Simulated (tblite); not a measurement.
Species: C₂H₇B₂F₃N₂.
Atom-mapped SMILES: `[F:1][C:2]([F:3])=[C:4]([F:5])[BH-:6]1[NH2+:7][BH2-:8][NH2+:9]1` (hydrogens: H10 on B6; H11, H12 on N7; H13, H14 on B8; H15, H16 on N9)
Bond orders are those of one Lewis drawing.

Computed with GFN2-xTB (tblite), gas phase: Langevin dynamics at 400 K from the optimised GFN2-xTB geometry, time step 0.5 fs, friction 0.01 fs⁻¹, 2000 steps.

Start geometry:
```
atom  x, y, z in Å
F1      1.320    0.515   -2.449
C2      1.703   -0.526   -1.695
F3      2.448   -1.357   -2.423
C4      1.337   -0.643   -0.429
F5      1.772   -1.753    0.231
B6      0.453    0.396    0.430
N7     -0.784    0.941   -0.373
B8     -1.727    0.202    0.684
N9     -0.456   -0.388    1.446
H10     1.101    1.250    0.934
H11    -0.869    1.948   -0.397
H12    -0.873    0.607   -1.325
H13    -2.321    0.974    1.356
H14    -2.383   -0.646    0.182
H15    -0.366   -0.116    2.416
H16    -0.362   -1.395    1.401
```

The statistics below take the 31 frames saved every 25 fs from 250 to 1000 fs; their kinetic temperature (all 3N coordinates) averages 393 K.

Problem. How do the bond lengths spread?

Solution. 
| bond | start (Å) | mean (Å) | standard deviation (Å) | shortest (Å) | longest (Å) |
| --- | --- | --- | --- | --- | --- |
| F1–C2 | 1.341 | 1.340 | 0.037 | 1.274 | 1.465 |
| C2–F3 | 1.332 | 1.337 | 0.029 | 1.283 | 1.406 |
| C2=C4 | 1.323 | 1.329 | 0.028 | 1.284 | 1.391 |
| C4–F5 | 1.362 | 1.372 | 0.030 | 1.319 | 1.451 |
| C4–B6 | 1.612 | 1.622 | 0.047 | 1.512 | 1.743 |
| B6–N7 | 1.572 | 1.582 | 0.043 | 1.515 | 1.682 |
| N7–B8 | 1.598 | 1.612 | 0.061 | 1.507 | 1.738 |
| B8–N9 | 1.595 | 1.607 | 0.053 | 1.520 | 1.739 |
| B6–N9 | 1.572 | 1.576 | 0.040 | 1.481 | 1.647 |
| B6–H10 | 1.185 | 1.187 | 0.024 | 1.121 | 1.230 |
| N7–H11 | 1.011 | 1.017 | 0.031 | 0.958 | 1.080 |
| N7–H12 | 1.012 | 1.016 | 0.031 | 0.960 | 1.073 |
| B8–H13 | 1.183 | 1.187 | 0.040 | 1.095 | 1.261 |
| B8–H14 | 1.184 | 1.196 | 0.054 | 1.090 | 1.311 |
| N9–H15 | 1.012 | 1.016 | 0.028 | 0.960 | 1.069 |
| N9–H16 | 1.013 | 1.020 | 0.028 | 0.954 | 1.086 |

Problem. Give the same statistics for bond angles, one of each kind among heavy atoms.

Solution. 
```
   angle  start (°)  mean (°)  standard deviation (°)  smallest (°)  largest (°)
F1–C2–F3      109.7     109.6                     3.9         103.3        116.8
F1–C2–C4      121.9     122.7                     3.7         115.6        130.4
F3–C2–C4      128.5     127.2                     3.6         120.7        135.4
C2–C4–F5      116.6     115.2                     2.8         108.7        122.0
C2–C4–B6      127.2     127.6                     2.9         121.9        133.7
F5–C4–B6      116.2     116.3                     3.8         108.2        124.2
C4–B6–N7      112.5     113.2                     5.0         103.5        123.2
C4–B6–N9      109.9     110.7                     4.3         103.0        119.3
N7–B6–N9       92.7      92.4                     2.2          86.9         97.6
B6–N7–B8       88.1      87.5                     2.7          81.2         93.2
N7–B8–N9       91.0      90.2                     3.3          82.8         95.7
```

Problem. Follow the torsion C2–C4–B6–N7 through every second one of these frames.

Solution. 
| t (fs) | C2–C4–B6–N7 (°) |
| --- | --- |
| 250 | 68 |
| 300 | 67 |
| 350 | 73 |
| 400 | 70 |
| 450 | 73 |
| 500 | 78 |
| 550 | 67 |
| 600 | 68 |
| 650 | 72 |
| 700 | 69 |
| 750 | 73 |
| 800 | 71 |
| 850 | 63 |
| 900 | 66 |
| 950 | 88 |
| 1000 | 92 |

Largest departure from the start value over all these frames: C2–C4–B6–N7 49° (start 44°).

Problem. How widely does the potential energy scatter, against a harmonic estimate?

Solution. Mean 0.71 eV above the start, standard deviation 0.139 eV, range 0.44 to 1.02 eV. For 42 classical harmonic modes at 400 K the canonical values are 42kT/2 = 0.72 eV and kT·√(42/2) = 0.158 eV.

The run is classical and short, so these are rough statistics of one trajectory.

The cost below is that of the whole dynamics run. The run took 12 s wall on Arm Neoverse V1, one thread, on a shared host, and the process peaked at 0.18 GiB of memory.
